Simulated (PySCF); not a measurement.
Record of a relaxation.

Compound: C7H12N2O.
SMILES with atom numbers: `[CH2:1]=[N:2]/[C:3]([CH3:4])=[CH:5]\[CH2:6][NH:7][C:8]([CH3:9])=[O:10]` (hydrogens: H11, H12 on C1; H13, H14, H15 on C4; H16 on C5; H17, H18 on C6; H19 on N7; H20, H21, H22 on C9)

Method: PBE0-D3(BJ)/def2-SVP geometry optimisation, gas phase in PySCF; density fitting, grid level 1; the optimiser is geomeTRIC in internal coordinates, started from a GFN2-xTB structure with every atom displaced at random (about 0.01 Å). 4 of its 12 geometries are shown. The frame can shift and turn from step to step; on so coarse a grid that alone can change the energy by a few meV, and forces under 0.02 eV/Å are noise.

Step 0: E = -12457.8367 eV, largest atomic force 3.001 eV/Å
```
atom  x, y, z in Å  |  force x, y, z in eV/Å
C1     -3.444   -1.272   -0.156   -2.297   1.216   0.717
N2     -2.258   -0.920   -0.238    1.799   0.084  -0.214
C3     -1.793    0.341    0.082    1.335   0.229   0.037
C4     -2.664    1.533    0.083   -2.756  -1.183  -0.090
C5     -0.471    0.450    0.361   -0.085   0.334   0.140
C6      0.474   -0.694    0.417    0.700   0.382  -0.037
N7      1.711   -0.412   -0.300   -0.721  -0.097   0.194
C8      2.919   -0.292    0.304   -0.559  -0.266   1.177
C9      4.032    0.048   -0.625   -0.478  -0.856  -0.914
O10     3.055   -0.471    1.508    0.190   0.182  -0.686
H11    -4.285   -0.627    0.232    0.482  -0.281  -0.216
H12    -3.725   -2.243   -0.473   -0.392  -1.454  -0.400
H13    -3.318    1.556   -0.836    0.546   0.048   0.568
H14    -3.397    1.483    0.942    0.504   0.124  -0.530
H15    -2.133    2.442    0.158    0.886   1.300   0.114
H16    -0.047    1.437    0.616   -0.184  -0.234  -0.084
H17    -0.010   -1.574    0.006   -0.230  -0.470  -0.079
H18     0.772   -0.893    1.459    0.032  -0.084  -0.021
H19     1.619   -0.240   -1.286    0.093   0.084  -0.306
H20     4.924    0.193   -0.073    1.220   0.134   0.692
H21     4.161   -0.770   -1.362    0.107   0.112   0.243
H22     3.813    0.931   -1.207   -0.190   0.696  -0.304
```

Step 4: E = -12458.0914 eV, largest atomic force 0.075 eV/Å
```
atom  x, y, z in Å  |  force x, y, z in eV/Å
C1     -3.490   -1.254   -0.261   -0.031   0.002   0.028
N2     -2.250   -1.010   -0.142    0.062  -0.004   0.017
C3     -1.782    0.279    0.137   -0.022   0.028  -0.061
C4     -2.719    1.450    0.090   -0.044  -0.021   0.030
C5     -0.473    0.422    0.439   -0.052  -0.033  -0.001
C6      0.518   -0.693    0.512    0.033   0.021   0.029
N7      1.705   -0.413   -0.262   -0.010  -0.003  -0.014
C8      2.927   -0.211    0.309   -0.040  -0.026   0.015
C9      4.037    0.084   -0.677   -0.015  -0.021  -0.014
O10     3.111   -0.276    1.508    0.004   0.011  -0.028
H11    -4.295   -0.508   -0.133    0.027  -0.001  -0.018
H12    -3.806   -2.280   -0.492   -0.010  -0.036  -0.019
H13    -3.226    1.522   -0.888    0.044   0.002   0.039
H14    -3.510    1.366    0.855   -0.013  -0.003   0.003
H15    -2.182    2.387    0.275    0.039   0.062  -0.017
H16    -0.091    1.425    0.658    0.001   0.000  -0.004
H17     0.040   -1.630    0.191   -0.009  -0.010  -0.007
H18     0.870   -0.824    1.548   -0.002   0.003   0.005
H19     1.609   -0.322   -1.265    0.005   0.006  -0.007
H20     4.953    0.300   -0.117    0.036   0.005   0.016
H21     4.211   -0.783   -1.334    0.000   0.016   0.014
H22     3.786    0.946   -1.314   -0.004   0.001  -0.006
```

Step 7: E = -12458.0933 eV, largest atomic force 0.043 eV/Å
```
atom  x, y, z in Å  |  force x, y, z in eV/Å
C1     -3.477   -1.256   -0.292   -0.003  -0.042  -0.011
N2     -2.242   -1.009   -0.133   -0.012   0.025   0.006
C3     -1.783    0.283    0.148    0.008   0.007  -0.010
C4     -2.719    1.455    0.109   -0.013  -0.009   0.011
C5     -0.476    0.426    0.455   -0.002   0.003   0.004
C6      0.517   -0.686    0.533    0.016  -0.005   0.010
N7      1.698   -0.417   -0.254   -0.004   0.001  -0.024
C8      2.924   -0.205    0.305   -0.013  -0.004   0.016
C9      4.029    0.070   -0.692   -0.003   0.000  -0.005
O10     3.116   -0.246    1.504   -0.002  -0.002  -0.002
H11    -4.288   -0.510   -0.206    0.021   0.021   0.005
H12    -3.783   -2.285   -0.526   -0.009  -0.006  -0.001
H13    -3.223    1.534   -0.869    0.004   0.004  -0.002
H14    -3.510    1.368    0.873    0.001  -0.004  -0.003
H15    -2.178    2.391    0.295    0.004   0.006  -0.003
H16    -0.094    1.430    0.670   -0.001  -0.002   0.007
H17     0.037   -1.627    0.226   -0.001   0.001   0.003
H18     0.875   -0.803    1.569    0.005   0.004   0.000
H19     1.595   -0.341   -1.257    0.000  -0.001  -0.003
H20     4.949    0.299   -0.143    0.001   0.002   0.002
H21     4.200   -0.810   -1.331    0.001   0.000   0.002
H22     3.773    0.917   -1.347    0.001  -0.001  -0.002
```

Step 11: E = -12458.0947 eV, largest atomic force 0.021 eV/Å
```
atom  x, y, z in Å  |  force x, y, z in eV/Å
C1     -3.447   -1.243   -0.365    0.003  -0.012  -0.014
N2     -2.220   -1.002   -0.143   -0.013   0.016   0.003
C3     -1.772    0.286    0.173    0.010  -0.003   0.004
C4     -2.709    1.459    0.130    0.012   0.004  -0.013
C5     -0.474    0.426    0.517    0.011   0.003  -0.005
C6      0.520   -0.686    0.598   -0.006   0.003   0.007
N7      1.679   -0.436   -0.228    0.009  -0.003  -0.014
C8      2.915   -0.191    0.293    0.003   0.010   0.005
C9      3.996    0.051   -0.738   -0.003   0.003   0.001
O10     3.134   -0.181    1.489    0.001  -0.005   0.008
H11    -4.255   -0.491   -0.316    0.002   0.006   0.004
H12    -3.747   -2.268   -0.623   -0.003   0.003   0.005
H13    -3.173    1.567   -0.864   -0.008  -0.008  -0.002
H14    -3.528    1.350    0.861   -0.003   0.003   0.001
H15    -2.175    2.390    0.359   -0.007  -0.014   0.009
H16    -0.100    1.427    0.755   -0.002  -0.001   0.007
H17     0.034   -1.633    0.324    0.001   0.001   0.000
H18     0.906   -0.774    1.626    0.003  -0.001  -0.003
H19     1.550   -0.397   -1.230   -0.003  -0.001  -0.001
H20     4.921    0.328   -0.218   -0.007  -0.001  -0.002
H21     4.175   -0.860   -1.329    0.002  -0.002  -0.001
H22     3.712    0.855   -1.434   -0.002  -0.003  -0.001
```

Question: Summarise the path.

Answer: The energy falls by 0.2580 eV from step 0 to step 11; nine tenths of that is first reached at step 2. It rises by more than 0.2 meV at step 5. The largest force goes from 3.001 to 0.021 eV/Å. Among the bonds C4–H15 changes most, from 1.055 to 1.098 Å; the atoms move by 0.216 Å rms after alignment.

Question: Follow the three bonds and two angles with the largest change from start to end.

Answer: 
```csv
step,E above end (eV),largest force (eV/Å),C4–H15 (Å),C1–H12 (Å),C9–H20 (Å),H13–C4–H14 (°),C1–N2–C3 (°)
0,0.2580,3.001,1.055,1.060,1.059,104.1,124.5
1,0.0278,0.565,1.108,1.105,1.102,107.7,122.2
2,0.0108,0.172,1.099,1.099,1.096,107.3,121.8
3,0.0098,0.263,1.093,1.096,1.093,106.9,121.4
4,0.0033,0.075,1.096,1.098,1.095,106.9,121.5
5,0.0053,0.149,1.098,1.099,1.096,107.0,121.8
6,0.0018,0.049,1.098,1.099,1.096,107.0,121.6
7,0.0014,0.043,1.097,1.099,1.096,107.0,121.6
8,0.0010,0.030,1.097,1.099,1.096,107.0,121.5
9,0.0007,0.031,1.098,1.099,1.096,107.0,121.5
10,0.0003,0.035,1.098,1.099,1.096,107.1,121.5
11,0.0000,0.021,1.098,1.099,1.096,107.1,121.5
```

What follows is the cost of the whole optimisation. The run took 9.0 min of wall time on an Intel Xeon at 2.50 GHz with one thread, shared host with 64 logical CPUs at a one-minute load of 59, and the process peaked at 0.89 GiB of memory.
